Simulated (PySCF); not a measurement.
# Ionisation energy of Ca¹⁹⁺ by level of theory

Ca¹⁹⁺ 1s1 [1s1/2^1, M_J = 1/2] → Ca²⁰⁺ (bare nucleus), as a difference of total energies. Calculation: PySCF 2.14, in an even-tempered Gaussian basis (15 s from 19 bohr⁻², ratio 2.4; 9 p from 24 bohr⁻², ratio 2.4; 3 d from 72 bohr⁻², ratio 2.6; 3 f from 110 bohr⁻², ratio 2.6); the two-component X2C-1e Hamiltonian. "Screened" scales the spin-orbit matrix elements by Boettger's factors to mimic the two-electron term; Breit and QED terms are absent.

```json
{"method": "GHF (screened spin-orbit)", "ionisation energy (eV)": "5471.6", "difference from reference (eV)": "+1.7"}
{"method": "GHF (bare spin-orbit)", "ionisation energy (eV)": "5471.6", "difference from reference (eV)": "+1.7"}
```

Reference: 5469.9 eV (theoretical estimate listed by NIST; NIST Atomic Spectra Database, ionization energies).
